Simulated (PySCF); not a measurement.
NICS in one family of compounds.

NICS = −σ at a ghost point: NICS(0) at the centroid of the ring atoms, NICS(1) 1 Å to either side along the normal of their mean plane, zz for the tensor component along that normal. Level: GIAO PBE0/pcSseg-1 (PySCF, non-relativistic, gas phase) on the GFN2-xTB geometries, one conformer each. Atom numbers follow the mapped SMILES.

Question: Order these rings by mean NICS(1)zz, lowest (most negative) first (ppm).
A. ring C3–N4–N5–N8–C9 in `[CH:1]#[C:2][c:3]1[n:4][n:5]([CH2:6][CH3:7])[n:8][c:9]1[F:10]`
B. ring N3–N4–C5–C6–N8 in `[CH3:1][CH2:2][n:3]1[n:4][cH:5][c:6]([SiH3:7])[n:8]1`
C. ring C3–C4–N5–N6–N9 in `[CH2:1]=[CH:2][c:3]1[cH:4][n:5][n:6]([CH2:7][CH3:8])[n:9]1`
D. ring C3–N4–N5–N8–C9 in `[CH:1]#[C:2][c:3]1[n:4][n:5]([CH2:6][CH3:7])[n:8][c:9]1[C:10]#[CH:11]`
E. ring N3–N4–C5–C6–N8 in `[CH3:1][CH2:2][n:3]1[n:4][cH:5][c:6]([CH3:7])[n:8]1`

Answer: B (-34.3), E (-32.3), C (-30.7), D (-29.3), A (-27.9).

```
           SMILES                                                 ring  NICS(0)  NICS(1)  NICS(1)zz  HOMA  rms pucker (Å)  ring atoms with four or more neighbours
CCn1ncc([SiH3])n1  5-membered ring with 3 N; formal bonds all aromatic    -13.3    -13.7      -34.3  0.98            0.00                                        0
     CCn1ncc(C)n1  5-membered ring with 3 N; formal bonds all aromatic    -12.9    -13.1      -32.3  0.99            0.00                                        0
   C=Cc1cnn(CC)n1  5-membered ring with 3 N; formal bonds all aromatic    -12.2    -12.6      -30.7  0.97            0.00                                        0
C#Cc1nn(CC)nc1C#C  5-membered ring with 3 N; formal bonds all aromatic    -13.3    -12.5      -29.3  0.94            0.00                                        0
  C#Cc1nn(CC)nc1F  5-membered ring with 3 N; formal bonds all aromatic    -13.7    -11.9      -27.9  0.97            0.00                                        0
```

NICS(0) gives another order. The isotropic NICS(1) gives the same order. HOMA uses Krygowski's 1993 parameters. NICS(1) and NICS(1)zz are means over the two faces.
